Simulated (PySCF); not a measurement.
The dipole of `FC(F)(F)CC1(Cl)C[SiH2]C1` from its density and from atomic charges.

Coordinates (GFN2-xTB, Å) and charges (e) from the PBE0/pcSseg-1 density (PySCF):

```json
{"atom": "F1", "x": "-1.869", "y": "0.345", "z": "1.689", "Mulliken": "-0.2691", "IAO": "-0.2843", "Hirshfeld": "-0.0818", "ESP-fitted": "-0.1982"}
{"atom": "C2", "x": "-2.262", "y": "-0.264", "z": "0.562", "Mulliken": "+0.8054", "IAO": "+0.8088", "Hirshfeld": "+0.2594", "ESP-fitted": "+0.6629"}
{"atom": "F3", "x": "-3.473", "y": "0.254", "z": "0.268", "Mulliken": "-0.2788", "IAO": "-0.2943", "Hirshfeld": "-0.1053", "ESP-fitted": "-0.2238"}
{"atom": "F4", "x": "-2.476", "y": "-1.545", "z": "0.871", "Mulliken": "-0.2555", "IAO": "-0.2730", "Hirshfeld": "-0.0921", "ESP-fitted": "-0.1887"}
{"atom": "C5", "x": "-1.312", "y": "-0.053", "z": "-0.604", "Mulliken": "-0.1429", "IAO": "-0.3118", "Hirshfeld": "-0.0984", "ESP-fitted": "-0.6182"}
{"atom": "C6", "x": "0.153", "y": "-0.382", "z": "-0.328", "Mulliken": "-0.5547", "IAO": "+0.0661", "Hirshfeld": "+0.0528", "ESP-fitted": "+0.2712"}
{"atom": "Cl7", "x": "0.286", "y": "-2.130", "z": "0.074", "Mulliken": "-0.0524", "IAO": "-0.1164", "Hirshfeld": "-0.0477", "ESP-fitted": "-0.1232"}
{"atom": "C8", "x": "0.857", "y": "0.442", "z": "0.760", "Mulliken": "-0.3274", "IAO": "-0.5425", "Hirshfeld": "-0.1799", "ESP-fitted": "-0.5651"}
{"atom": "Si9", "x": "2.441", "y": "0.540", "z": "-0.310", "Mulliken": "+0.6343", "IAO": "+0.7409", "Hirshfeld": "+0.3508", "ESP-fitted": "+0.5492"}
{"atom": "C10", "x": "1.085", "y": "-0.084", "z": "-1.514", "Mulliken": "-0.3360", "IAO": "-0.5430", "Hirshfeld": "-0.1720", "ESP-fitted": "-0.5181"}
{"atom": "H11", "x": "-1.683", "y": "-0.662", "z": "-1.432", "Mulliken": "+0.1645", "IAO": "+0.1748", "Hirshfeld": "+0.0523", "ESP-fitted": "+0.2246"}
{"atom": "H12", "x": "-1.393", "y": "1.002", "z": "-0.880", "Mulliken": "+0.1489", "IAO": "+0.1659", "Hirshfeld": "+0.0551", "ESP-fitted": "+0.2368"}
{"atom": "H13", "x": "0.887", "y": "-0.045", "z": "1.731", "Mulliken": "+0.1597", "IAO": "+0.1653", "Hirshfeld": "+0.0316", "ESP-fitted": "+0.1722"}
{"atom": "H14", "x": "0.365", "y": "1.403", "z": "0.898", "Mulliken": "+0.1427", "IAO": "+0.1550", "Hirshfeld": "+0.0382", "ESP-fitted": "+0.2022"}
{"atom": "H15", "x": "2.966", "y": "1.877", "z": "-0.569", "Mulliken": "-0.0765", "IAO": "-0.1151", "Hirshfeld": "-0.0717", "ESP-fitted": "-0.1076"}
{"atom": "H16", "x": "3.472", "y": "-0.440", "z": "0.005", "Mulliken": "-0.0578", "IAO": "-0.1055", "Hirshfeld": "-0.0675", "ESP-fitted": "-0.0994"}
{"atom": "H17", "x": "0.667", "y": "0.696", "z": "-2.148", "Mulliken": "+0.1385", "IAO": "+0.1487", "Hirshfeld": "+0.0429", "ESP-fitted": "+0.1747"}
{"atom": "H18", "x": "1.281", "y": "-0.948", "z": "-2.142", "Mulliken": "+0.1570", "IAO": "+0.1606", "Hirshfeld": "+0.0334", "ESP-fitted": "+0.1486"}
```

Task: Form Σ q r in debye for every column and set it beside the full dipole.

Result: The full density gives (1.84, 2.14, -1.93) D, 3.42 D in size; dipole vectors point from the negative to the positive end.

```tsv
scheme	μx	μy	μz	size (D)	share of the full size (%)	angle to the full dipole (°)
Mulliken	4.07	3.07	-2.52	5.69	166	13
IAO	3.92	2.51	-2.76	5.41	158	14
Hirshfeld	1.44	0.94	-0.98	1.98	58	14
ESP-fitted	1.86	2.21	-1.97	3.50	102	1
```

Task: Which set comes closest?

Result: Length of the difference vector: ESP-fitted 0.09 D, Hirshfeld 1.57 D, IAO 2.26 D, Mulliken 2.49 D. Closest: ESP-fitted. 

Task: What is left for the Hirshfeld atoms' own dipoles?

Result: The Hirshfeld atoms' densities add up to the full density, so μ = Σ q r + Σ (atomic dipoles). The atomic dipoles sum to (1.84, 2.14, -1.93) − (1.44, 0.94, -0.98) = (0.40, 1.20, -0.95) D, 1.57 D in size.

Task: With the origin at the mean of the coordinates, (0.000, 0.000, -0.171) Å, which are the largest single terms, by size, of the IAO dipole along the direction of the full one?

Result: C2 -6.99, Si9 +6.16, F4 +3.79, C10 -3.37, F3 +2.77 D; all 18 atoms together +5.24 D. The single terms depend on the origin, their sum doesn't.

Task: Give the size of the full dipole in other units.

Result: 3.42 D = 1.344 au = 0.711 e·Å = 11.40 × 10⁻³⁰ C·m.

Isolated species at its GFN2-xTB geometry (one conformer only).

The run behind these numbers computed NMR shieldings as well. On one thread of an Arm Neoverse N1, shared host with 64 logical CPUs at a one-minute load of 60, this took 91 s wall and 1.1 GiB of memory at its peak.

Shape of the structure used: `[F:1][C:2]([F:3])([F:4])[CH2:5][C:6]1([Cl:7])[CH2:8][SiH2:9][CH2:10]1`: F1–C2–C5–C6 52°, C2–C5–C6–Cl7 62°.
